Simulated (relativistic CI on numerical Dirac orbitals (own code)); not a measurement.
# Crystal-field levels of Rh⁶⁺, 4d3

Calculated by Dirac-Coulomb-Breit CI, orbitals from a KLI potential per configuration, QED by a radiative potential, one configuration in a parametric crystal field, unscaled Slater integrals (own radial code). With so little scaling, terms lie 10 to 35 % too far apart, which can change the order of excited levels.

Field parameters in Wybourne normalisation: D4h B²₀ = −7Ds, B⁴₀ = 21(Dq − Dt), B⁴₄ = 21√(5/14) Dq. The field is a parameter set, without covalency.

S is read from ⟨S²⟩ = S(S + 1).

Levels (cm⁻¹, degeneracy): 0 (2), 4 (2), 18573 (2), 19028 (2), 20250 (2), 20324 (2), 20625 (2), 20807 (2), 21477 (2), 21814 (2), 23076 (2), 23349 (2).

(1) Which field gives this pattern?
A. D4h, 10Dq = 21950, Ds = -460, Dt = 170 cm⁻¹
B. D4h, 10Dq = 41550, Ds = 1900, Dt = 710 cm⁻¹
C. D4h, 10Dq = 43800, Ds = -1050, Dt = 730 cm⁻¹
D. D4h, 10Dq = 30700, Ds = -630, Dt = -180 cm⁻¹

## Answers

(1) A. D4h, 10Dq = 21950, Ds = -460, Dt = 170 cm⁻¹, ground level with S = 1.49.
